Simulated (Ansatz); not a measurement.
Ligand exchange: IBr + C2H7AlO → HOI + C2H6AlBr

Species: IBr (iodine monobromide), singlet; C2H7AlO `C[CH2][AlH][OH]`, singlet; HOI (hypoiodous acid) `OI`, singlet; C2H6AlBr `C[CH2][AlH][Br]`, singlet. The partners trade Br for OH: I–Br and Al–OH bonds give way to I–OH and Al–Br.

Shapes, held fixed at every level: PBE0-D4/def2-TZVP. Flexible molecules stand in one conformer, not always the lowest. Programs: Ansatz 0.2.0. The zero-point and thermal change to 298 K, harmonic and unscaled (PBE0-D4/def2-TZVP), is -1.0 kJ/mol.

(1) Estimate ΔH(298 K) of this reaction.

Answers

(1) The highest level, CCSD(T)/def2-TZVPP, gives ΔH(298 K) = +70.4 kJ/mol; the levels span +70.4 to +82.2. The column of differences is taken from that level and isn't an error. No measured value is set beside it here. For atoms past krypton def2 sets carry core potentials with scalar relativity. Relativity is left out for Br unless named. Correlated rows may include outer-core shells of Br, I, which these sets cover unevenly. Times are processor times on shared x86 and Arm servers, and rough.

| level | kind | ΔH(298 K) (kJ/mol) | less CCSD(T)/def2-TZVPP | CPU time (sum over the molecules) |
| --- | --- | --- | --- | --- |
| SPW92/def2-TZVPP | LDA | +74.4 | +4.0 | 9.9 s |
| r2SCAN-D4/def2-TZVPP | meta-GGA | +72.5 | +2.1 | 24 s |
| BHLYP-D4/def2-TZVPP | global hybrid | +82.2 | +11.8 | 15 s |
| r2SCAN0-D4/def2-TZVPP | global hybrid | +76.6 | +6.2 | 25 s |
| MP2/def2-TZVPP | perturbation theory | +72.5 | +2.1 | – |
| CCSD(T)/def2-SVP | coupled cluster or CI | +77.3 | +6.9 | 20 s |
| CCSD/def2-TZVPP | coupled cluster or CI | +73.1 | +2.7 | – |
| CCSD(T)/def2-TZVPP | coupled cluster or CI | +70.4 | 0.0 | 5 min |
